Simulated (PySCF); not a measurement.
Species: C8H5NS.
Structure used (GFN2-xTB), in Å, numbered top down from 1:
```xyz
15
C8H5NS angstrom
C     -2.9923   -1.6536    0.3249
C     -2.1806   -0.7684    0.3216
C     -1.1905    0.2323    0.3106
C     -1.4211    1.5690    0.4907
S      0.0019    2.5562    0.4249
C      0.9767    1.1532    0.1439
C      2.3171    0.7795   -0.0664
C      2.3044   -0.5828   -0.2195
N      1.0264   -1.0559   -0.1137
C      0.1978   -0.0026    0.1102
H     -3.7186   -2.4099    0.3320
H     -2.3694    2.0392    0.6626
H      3.1734    1.4214   -0.1012
H      3.1239   -1.2505   -0.3992
H      0.7465   -2.0191   -0.1857
```

The calculation used TDDFT wB97X-D/def2-SVPD, vertical, gas phase, core orbitals frozen in the response (PySCF 2.14.0, density-fitted response routines).

Transition dipole moments from the ground state, in atomic units and in the frame of the coordinates above (overall signs are arbitrary), for the states with f of 0.002 or more among the lowest 7:

```tsv
state	E (eV)	μx	μy	μz
S1	4.842	0.571	-1.069	-0.192
S2	5.081	0.913	0.943	-0.008
S7	6.103	1.100	0.212	-0.116
```

Q: What oscillator strength does each state have?

A: f = (2/3) ΔE |μ|² with ΔE in hartree (27.2114 eV).

```tsv
state	|μ|² (au)	|μ| (D)	f
S1	1.506	3.12	0.179
S2	1.723	3.34	0.214
S7	1.269	2.86	0.190
```

Q: Label these states by symmetry in Cs.

A: Polarised in the mirror plane, so A′: S1, S2 and S7.

Q: Which bond between heavy atoms lies closest to the direction of the S2 transition dipole?

A: C2–C3 and C1–C2, at 1° from it; next C6–C10 at 10°.

Q: What angle do the transition dipoles of S1 and S2 make?

A: |cos θ| = |μa·μb| / (|μa| |μb|) = 0.30, so θ ≈ 72° (taken between 0 and 90°, since the signs are arbitrary).

Q: What peak molar absorption coefficient would the strongest computed level give as a lone Gaussian band 0.5 eV wide at half height?

A: ε(max) = 2.175×10⁸ f / FWHM, with the width in cm⁻¹. S2: 2.175×10⁸ × 0.2145 / 4033 ≈ 12000 L mol⁻¹ cm⁻¹.

Hardware: one thread, Intel Xeon at 2.50 GHz (x86_64), no GPU, shared host with 64 logical CPUs at a one-minute load of 55. Cost: 3.0 min wall, 2.6 min CPU (grids of density and orbitals included), 1.1 GiB resident at most.
